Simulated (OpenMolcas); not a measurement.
# What dynamic correlation does to the levels of K

```json
{
  "Program": "OpenMolcas",
  "Basis": "ANO-RCC-VDZP [5s4p1d]",
  "Scalar Hamiltonian": "X2C, point nucleus",
  "Active space": "1 electron in 9 orbitals (3d 4s 4p)",
  "State averaging": "2S+1 = 2 even, 1 root; 2S+1 = 2 odd, 3 roots",
  "Spin-orbit coupling": "state interaction with AMFI integrals over the reference wave functions, term energies averaged over their components"
}
```

Methods on the same reference wave functions:
A. CASSCF
B. SS-CASPT2, IPEA 0.25 Eh, imaginary shift 0.1 Eh (closed shells correlated: 3s 3p)

Energies in cm-1 above 4s 2S 1/2, the measured ground level; measured values from NIST Handbook of Basic Atomic Spectroscopic Data.

```tsv
Level	A	B	Measured
4s 2S 1/2	0.0	0.0	0.0
4p 2P* 1/2	11538	12651	12985
4p 2P* 3/2	11576	12690	13043
```

Deviations, from unrounded energies. A percentage is the sum of absolute deviations over the sum of measured energies, with the sign that they share, or ± where signs differ.

```
           Against measurement  Levels      A     B
mean absolute deviation (cm-1)       2   1500   340
      other configurations (%)       2  -11.2  -2.6
```

B lies closest to measurement on these levels. The largest miss of B in the table is 4p 2P* 3/2, by -350 cm-1. The ranking rests on the paired levels alone, and a cruder setting can come out closer through cancelling errors.

The lowest spin-free term lies below A's lowest term by 0.167 hartree in B.

ANO sets are built for ground and valence states and can reach diffuse excited orbitals poorly. No level of 3d was computed, though it lies in the active space. With one active electron the reference holds no correlation, so core polarisation is missing (holds for A). With one active electron, CASPT2 adds the correlation within the correlated inactive shells and between them and that electron, and leaves the splitting within a term as the reference gives it (holds for B). Computed and measured levels are paired by configuration, term and J; levels that our copy of the source lacks, or whose pairing is in doubt (as where it misses far off the trend of its configuration), stay unpaired and out of the deviations. Levels of configurations outside the active space are missing.

* marks odd parity.
